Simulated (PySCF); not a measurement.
**Cs²⁹⁺: ionisation energy**

Cs²⁹⁺ [Ar] 3d8 [3d3/2^4 3d5/2^4, M_J = 4] → Cs³⁰⁺ [Ar] 3d7 [3d3/2^4 3d5/2^3, M_J = 9/2], as a difference of total energies. Computed with PySCF 2.14 in an even-tempered Gaussian basis (16 s from 4.6 bohr⁻², ratio 2.8; 12 p from 6 bohr⁻², ratio 2.8; 8 d from 6 bohr⁻², ratio 2.8; 3 f from 24 bohr⁻², ratio 3), with the two-component X2C-1e Hamiltonian. Correlated levels: [Ne] frozen; the 74 highest virtual spinors dropped. "Screened" scales the spin-orbit matrix elements by Boettger's factors to mimic the two-electron term; Breit and QED terms are absent.

Problem. Order these methods by the ionisation energy they give, lowest first.
A. GMP2 (spin-free)
B. GHF (screened spin-orbit)
C. GHF (spin-free)
D. GMP2 (screened spin-orbit)

Solution. B (1758.1 eV), D (1759.3 eV), C (1762.4 eV), A (1763.6 eV).

Breit and QED terms and the two-electron picture change are absent.

The spin-free rows relax to the high-spin LS determinant and lack the spin-orbit shift.

The labels give the starting determinants; with spin-orbit coupling the two ends relaxed to ⟨J²⟩ = 20.00, ⟨L²⟩ = 12.55, ⟨S²⟩ = 1.88 and ⟨J²⟩ = 24.75, ⟨L²⟩ = 14.27, ⟨S²⟩ = 2.99.

For comparison: 1757 ± 4 eV (theoretical estimate listed by NIST; NIST Atomic Spectra Database, ionization energies).
